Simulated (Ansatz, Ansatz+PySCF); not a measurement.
```xyz
2

Li    0.0000    0.0000   -3.4469
F     0.0000    0.0000    1.1490
```

Basis set: cc-pVDZ (spherical functions). Left uncorrelated: 1 orbital. Charge 0, multiplicity 1.

Computed with Ansatz (development build ahead of 0.2.0); each method stands on the lowest determinant of its kind that the runs found. Restricted open shells among the atoms or ions are ROHF, correlated in semicanonical orbitals with singles. Restricted functionals stand beside restricted open-shell atoms, which can lie above the unrestricted atoms usual in DFT and then raise those values.

(1) Give the atomization energy at this shape (free ground-state atoms in the same class of orbitals less the molecule, no zero-point energy) of singlet LiF by r²SCAN (unrestricted), ωB97X (unrestricted), r²SCAN (restricted), ωB97X (restricted), PBE (unrestricted), PBE0 (unrestricted), PBE (restricted), PBE0 (restricted), UHF-CCSDT(Q), UHF-CCSD(T), UHF-MP2, RHF-CCSD(T), RHF-MP2, UHF, RHF, RHF-CCSD.

Results:

(1)

```json
{"method": "r²SCAN (unrestricted)", "atomization energy": "1.03 eV"}
{"method": "ωB97X (unrestricted)", "atomization energy": "0.39 eV"}
{"method": "r²SCAN (restricted)", "atomization energy": "0.67 eV"}
{"method": "ωB97X (restricted)", "atomization energy": "0.03 eV"}
{"method": "PBE (unrestricted)", "atomization energy": "1.23 eV"}
{"method": "PBE0 (unrestricted)", "atomization energy": "0.68 eV"}
{"method": "PBE (restricted)", "atomization energy": "0.98 eV"}
{"method": "PBE0 (restricted)", "atomization energy": "0.17 eV"}
{"method": "UHF-CCSDT(Q)", "atomization energy": "0.06 eV"}
{"method": "UHF-CCSD(T)", "atomization energy": "0.03 eV"}
{"method": "UHF-MP2", "atomization energy": "0.02 eV"}
{"method": "RHF-CCSD(T)", "atomization energy": "-0.75 eV"}
{"method": "RHF-MP2", "atomization energy": "-0.52 eV"}
{"method": "UHF", "atomization energy": "0.01 eV"}
{"method": "RHF", "atomization energy": "-2.09 eV"}
{"method": "RHF-CCSD", "atomization energy": "-0.95 eV"}
```

Caution for r²SCAN (unrestricted), ωB97X (unrestricted), r²SCAN (restricted), ωB97X (restricted), PBE (unrestricted), PBE0 (unrestricted), PBE (restricted), PBE0 (restricted): charge can spread falsely over distant fragments. Caution for r²SCAN (unrestricted), ωB97X (unrestricted), PBE (unrestricted), PBE0 (unrestricted): the unrestricted determinant is spin contaminated. Caution for r²SCAN (restricted), ωB97X (restricted), PBE0 (restricted), RHF-CCSD(T), RHF-MP2, RHF, RHF-CCSD: an unrestricted determinant lies well below. Caution for UHF-CCSDT(Q), UHF-CCSD(T), UHF-MP2: a plain start can end on a higher determinant. Caution for UHF-CCSDT(Q), UHF-CCSD(T), UHF-MP2, RHF-CCSD(T), RHF-MP2, RHF-CCSD: bonds are stretched, where a single reference can fail. Caution for UHF-CCSDT(Q): the amplitudes may be one of several solutions. Caution for UHF-CCSDT(Q), UHF-CCSD(T), UHF-MP2, UHF: the unrestricted determinant is a mixture of spin states. Caution for RHF-CCSD(T): the program doubts this total. Caution for RHF: the molecule lies well above its atoms at this level.
